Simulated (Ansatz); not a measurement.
Two members of one family (N-butylpyridinium salts), computed with Ansatz in the gas phase; def2 core potentials for I, no spin–orbit coupling. The two geometries come from different levels. Binding counts from free atoms in the multiplicity of their measured ground term, without zero-point energy. The structures are stationary points that may keep the symmetry of their start.

First: N-butylpyridinium iodide (singlet, charge 0, PBE0-D4/def2-SVP geometry).

```xyz
25

C     2.853   -1.100   -2.312
C     1.394   -0.671   -2.281
C     0.953   -0.193   -0.904
C    -0.502    0.252   -0.901
N    -1.011    0.540    0.442
C    -1.913   -0.306    1.009
C    -2.445    0.019    2.278
C    -1.933    1.075    2.987
C    -0.879    1.840    2.429
C    -0.448    1.546    1.166
H     3.522   -0.268   -2.040
H     3.147   -1.450   -3.313
H     3.037   -1.921   -1.601
H     1.222    0.126   -3.029
H     0.755   -1.519   -2.585
H     1.602    0.638   -0.576
H     1.062   -1.006   -0.168
H    -0.650    1.150   -1.524
H    -1.134   -0.545   -1.315
H    -2.423   -0.987    0.336
H    -3.234   -0.617    2.678
H    -2.329    1.321    3.974
H    -0.423    2.667    2.974
H     0.338    2.110    0.664
I    -0.560   -2.699    1.611
```

```csv
level,HOMO (eV),LUMO (eV),gap (eV),binding per atom (eV)
PBE-D4/def2-SVP,-4.43,-2.61,1.82,4.52
PBE-D4/def2-TZVP,-4.65,-2.74,1.92,4.47
r2SCAN-D4/def2-TZVP,-4.83,-2.67,2.17,4.36
PBE0-D4/def2-SVP,-5.34,-1.93,3.41,4.45
PBE0-D4/def2-TZVP,-5.47,-2.02,3.45,4.39
```

Second: N-butylpyridinium tetrafluoroborate (singlet, charge 0, r2SCAN-D4/def2-SVP geometry).

Cartesian coordinates in Å:
```
C -1.631 3.627 1.719
C -1.310 2.751 0.515
C -0.625 1.442 0.901
C -0.320 0.593 -0.326
N 0.357 -0.669 0.037
C 1.704 -0.722 0.048
C 2.363 -1.885 0.408
C 1.615 -3.017 0.732
C 0.224 -2.953 0.677
C -0.383 -1.763 0.310
H -2.305 3.112 2.422
H -2.123 4.564 1.414
H -0.716 3.897 2.273
H -2.237 2.522 -0.042
H -0.664 3.302 -0.192
H -1.268 0.874 1.599
H 0.313 1.657 1.447
H -1.219 0.306 -0.889
H 0.336 1.098 -1.046
H 2.222 0.187 -0.261
H 3.454 -1.903 0.397
H 2.116 -3.952 0.997
H -0.399 -3.825 0.880
H -1.462 -1.652 0.202
F 0.339 -1.781 -4.223
B 0.395 -1.531 -2.876
F 1.032 -2.571 -2.171
F 1.111 -0.326 -2.615
F -0.919 -1.380 -2.335
```

Question: Estimate how these quantities change from the first to the second (second minus first).

Answer: 
```
              level  Δ HOMO (eV)  Δ LUMO (eV)  Δ gap (eV)  Δ binding per atom (eV)
    PBE-D4/def2-SVP        -1.69        -0.82        0.87                     0.25
   PBE-D4/def2-TZVP        -1.98        -0.75        1.23                     0.22
r2SCAN-D4/def2-TZVP        -2.29        -0.71        1.58                     0.23
   PBE0-D4/def2-SVP        -2.97        -0.66        2.31                     0.23
  PBE0-D4/def2-TZVP        -3.15        -0.60        2.55                     0.21
```
